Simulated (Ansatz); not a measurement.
Reaction: H4BGeO (SMILES [GeH3][B]O, doublet) → H4BGeO (SMILES [O][BH][GeH3], doublet)
Each species at its own B3LYP-D3(BJ)/def2-TZVP minimum (Ansatz, a program for electronic structure), one conformer.

Total energies in hartree (Ansatz). Open shells are spin-unrestricted; no spin-orbit coupling. Correlated methods leave the cores frozen (noble-gas shells, and filled d and f shells in the p block). No relativity. The UHF reference of H4BGeO ([O][BH][GeH3], doublet) is spin-contaminated (<S^2> up to 0.04 over the pure value in the sets run).

| species | HF/cc-pVTZ | CCSD(T)/cc-pVTZ | HF/cc-pVQZ | CCSD(T)/cc-pVQZ | CCSD(T)/cc-pVDZ | CCSDT(Q)/cc-pVDZ |
|---|---|---|---|---|---|---|
| 1: H4BGeO (SMILES [B]([GeH3])O, doublet) | -2177.29516 | -2177.78272 | -2177.30671 | -2177.82392 | -2177.58502 | -2177.58697 |
| 2: H4BGeO (SMILES [BH]([GeH3])[O], doublet) | -2177.30286 | -2177.79991 | -2177.31422 | -2177.84078 | -2177.60618 | -2177.60928 |

Q: Work out the isomerisation energy (electronic) in kcal/mol: take Hartree-Fock from cc-pVQZ, extrapolate the CCSD(T) correlation energy as X^-3 (X = 3, 4), and add CCSDT(Q) - CCSD(T) in cc-pVDZ. 1 hartree = 627.51 kcal/mol.

A: 
Species 1: correlation (64·(-0.51721) - 27·(-0.48756))/37 = -0.53885; step -0.00195; E1 = -2177.30671 + (-0.53885) + (-0.00195) = -2177.84751
Species 2: correlation (64·(-0.52656) - 27·(-0.49705))/37 = -0.54809; step -0.00310; E2 = -2177.31422 + (-0.54809) + (-0.00310) = -2177.86541
-1·E1 +1·E2 = -0.01790 hartree = -11.2 kcal/mol.
